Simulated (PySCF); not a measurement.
## Telling isomers of C7H8O3 apart by NMR

PySCF calculation with geometry from GFN2-xTB and shielding tensors at PBE0/pcSseg-1 (GIAO); no solvent model, one averaged value for each set of equivalent atoms, a single conformation, non-relativistic.

Referencing at the same level of theory: ¹H, ¹³C against TMS. Where no couplings were computed, multiplicities follow the n + 1 count of equivalent neighbours, and m marks all less simple cases (inequivalent or close neighbours, rings, F or P nearby). Shifts are as computed. Against solution values, carbons near 30 ppm lie about +3 ppm off and those near 130 ppm about +5 ppm. Of 1211 compounds with measured shifts, 218 miss one by over three times the rms of a fit or turn the order of signals round; such compounds aren't used in these exercises.

(1) Tabulate the signals of `CC#CCC(=O)OC(C)=O`, `COC(=O)c1ccc(C)o1`, `O=CO[C@@H]1CCC=CC1=O`, `CO/C=C/C1=CCOC1=O`, `COC1(C)C(=O)C=CC1=O` and their relative energies.

(2) What is the quickest way to tell CC#CCC(=O)OC(C)=O from COC(=O)c1ccc(C)o1?

(3) What is the quickest way to tell COC(=O)c1ccc(C)o1 from CO/C=C/C1=CCOC1=O?

(4) What is the quickest way to tell O=CO[C@@H]1CCC=CC1=O from COC1(C)C(=O)C=CC1=O?

## Answers

(1) 
| SMILES | carbon types | δC | δH | E rel. (kcal/mol) |
| --- | --- | --- | --- | --- |
| CC#CCC(=O)OC(C)=O | 4×C 1×CH2 2×CH3 | 170.3, 167.0, 88.1, 77.1, 30.6, 24.2, 4.7 | 3.15 (s, 2H), 2.14 (s, 3H), 2.02 (s, 3H) | 27.3 |
| COC(=O)c1ccc(C)o1 | 3×C 2×CH 2×CH3 | 165.2, 161.9, 150.7, 129.0, 116.1, 53.2, 16.8 | 7.55 (m, 1H), 6.41 (m, 1H), 4.01 (s, 3H), 2.46 (s, 3H) | 0.0 |
| O=CO[C@@H]1CCC=CC1=O | 1×C 4×CH 2×CH2 | 196.5, 165.1, 157.9, 135.5, 77.3, 32.3, 30.4 | 8.34 (s, 1H), 7.23 (m, 1H), 6.31 (d, 1H), 5.70 (m, 1H), 2.75 (m, 1H), 2.54 (m, 1H), 2.20 (m, 1H), 2.19 (m, 1H) | 3.3 |
| CO/C=C/C1=CCOC1=O | 2×C 3×CH 1×CH2 1×CH3 | 177.6, 162.5, 136.5, 136.1, 96.2, 73.2, 56.5 | 7.59 (d, 1H), 6.93 (t, 1H), 5.51 (d, 1H), 4.96 (m, 2H), 3.88 (s, 3H) | 19.6 |
| COC1(C)C(=O)C=CC1=O | 3×C 2×CH 2×CH3 | 210.9, 152.6, 87.6, 55.4, 27.4 | 7.13 (s, 2H), 3.36 (s, 3H), 1.47 (s, 3H) | 25.5 |

Energies are electronic energies at PBE0/pcSseg-1 on these geometries, without zero-point or thermal terms, each for the one conformer computed, which needn't be the lowest.

(2) Both give the same number of carbon signals, but DEPT or the intensities differ. The first has an alkyne carbon (C) at 88.1 ppm, the second an aromatic CH at 129.0 ppm. Their most deshielded carbons lie at 170.3 and 165.2 ppm. In the proton spectra the most deshielded non-exchanging signals are 3.15 (s, 2H) and 7.55 (m, 1H).

(3) Both give the same number of carbon signals, but DEPT or the intensities differ. The first has a methyl carbon on an aromatic ring (CH3) at 16.8 ppm, the second an allylic sp3 CH2 bonded to O at 73.2 ppm. Their most deshielded carbons lie at 165.2 and 177.6 ppm.

(4) Count the carbon signals: 7 against 5. The first has an sp3 CH bonded to O, α to a carbonyl at 77.3 ppm, the second a fully substituted sp3 carbon bonded to O, α to a carbonyl (C) at 87.6 ppm. Their most deshielded carbons lie at 196.5 and 210.9 ppm. In the proton spectra the most deshielded non-exchanging signals are 8.34 (s, 1H) and 7.13 (s, 2H).
